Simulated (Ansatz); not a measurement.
Saddle point of Si3NH9ClF, singlet (Si₃NH₈Cl ([SiH3][N]([SiH3])[SiH2][Cl]) + HF → Si₃NH₈F ([F][SiH2][N]([SiH3])[SiH3]) + HCl; bonds formed: Si1–F7, Cl2–H6; bonds broken: Si1–Cl2, H6–F7), PBE0-D4/def2-TZVP structure:

```
15
angstrom
Si 0.6436 1.1311 0.4836
Cl 3.0080 1.6454 0.9714
N -0.3424 -0.0924 -0.2074
Si -1.1956 -1.2835 0.7472
Si -0.5577 -0.1373 -1.9401
H 2.3353 0.4062 1.6542
F 1.3869 -0.1677 1.6802
H 0.0465 1.8908 1.5928
H 0.9051 1.9697 -0.7087
H -1.3773 -0.7561 2.1218
H -0.4671 -2.5760 0.7978
H -2.5246 -1.5106 0.1223
H -0.9330 -1.5295 -2.3036
H 0.7092 0.2318 -2.6189
H -1.6369 0.7782 -2.3927
```

Energies are electronic, without zero-point energy. Barriers and step energies count from the start structure reached by relaxing down the imaginary mode; all methods use the PBE0-D4 structures, on which another method's saddle can fall below an end. Program: Ansatz 0.2.0. Basis: def2-TZVPP, with def2-QZVPP for the basis limit. Cores are frozen in the correlated methods. B3LYP uses VWN-RPA correlation. Extrapolation: Hartree–Fock as exp(−7.88 √X), correlation as X^−2.97.

```
      method  barrier (eV)  step energy (eV)
       SPW92         0.726            -0.300
      PBE-D4         1.026            -0.309
     BLYP-D4         1.138            -0.418
   r2SCAN-D4         1.097            -0.396
      B97M-V         1.260            -0.463
     PBE0-D4         1.194            -0.328
    B3LYP-D4             ?            -0.434
  r2SCAN0-D4         1.222            -0.391
    BHLYP-D4         1.432            -0.471
CAM-B3LYP-D4         1.248            -0.487
     wB97X-V         1.276            -0.422
     wB97M-V         1.218            -0.404
      B2PLYP             ?            -0.450
    PBE-QIDH             ?            -0.363
  RPA on PBE         1.289            -0.486
          HF         1.832            -0.577
         MP2         1.302            -0.391
        CCSD         1.429            -0.471
     CCSD(T)         1.334            -0.442
```

Problem. Fill in the withheld barriers. (Judge from chemistry; the value comes from the calculation.)

Solution. The calculation gives: B2PLYP 1.277; B3LYP-D4 1.255; PBE-QIDH 1.288 eV. Each is the energy of the saddle less that of the start structure, by the same method.

For comparison, the barrier by CCSD(T) at an estimated basis limit (MP2 extrapolated from triple and quadruple zeta, plus CCSD(T) − MP2 in triple zeta) is 1.333 eV.

The T1 diagnostic stays at or below 0.012.

Labels in which every atom is bracketed show which atoms are joined, not bond orders.

For scale, one of the runs: CCSD(T)/def2-TZVPP, 356 basis functions, launched by `ansatz run in.yaml --threads 4 --pin off --events-out ev --progress --plain --max-ram 66560MiB --backend cuda --devices 0, --max-vram 37GiB`. The run took 19 s on 4 CPU threads of an AMD EPYC 7R13 and a share of one NVIDIA H100 (shared host), with 0.86 GiB of host memory at its peak.
